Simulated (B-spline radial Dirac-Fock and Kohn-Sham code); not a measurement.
## K-line shifts caused by a second vacancy in Gd²⁺

System: gadolinium as Gd²⁺, configuration [Xe] 4f7 5d1.

Calculated with a radial B-spline solver, using Dirac-Fock energy differences between relaxed states, corrected for Breit and QED terms. Each two-hole energy is an average over J within one jj subconfiguration, not an observable level; in light atoms, where LS coupling holds, the j-resolved values are not observed lines, and for a K spectator the Kα1 hypersatellite is nearly forbidden. Correlation and solid-state effects are left out.

Lines without a spectator: Kα2 (K-L2) 42305.9 eV, Kα1 (K-L3) 42993.6 eV, Kβ3 (K-M2) 48544.5 eV, Kβ1 (K-M3) 48687.9 eV. Shifts in eV with one spectator hole (a dash: not computed, or left out as unreliable):

| spectator hole | Kα2 | Kα1 | Kβ3 | Kβ1 |
| --- | --- | --- | --- | --- |
| K (1s) | +796.1 | +839.7 | +1025.0 | +1034.9 |
| L2 (2p1/2) | +95.9 | +125.2 | – | +250.1 |
| L3 (2p3/2) | +81.6 | +85.8 | +203.4 | – |
| M2 (3p1/2) | – | +17.98 | +37.3 | +44.3 |
| M3 (3p3/2) | +11.28 | – | +34.4 | +34.3 |
| M4 (3d3/2) | +3.45 | +0.11 | – | – |
| M5 (3d5/2) | -1.08 | +2.02 | – | – |
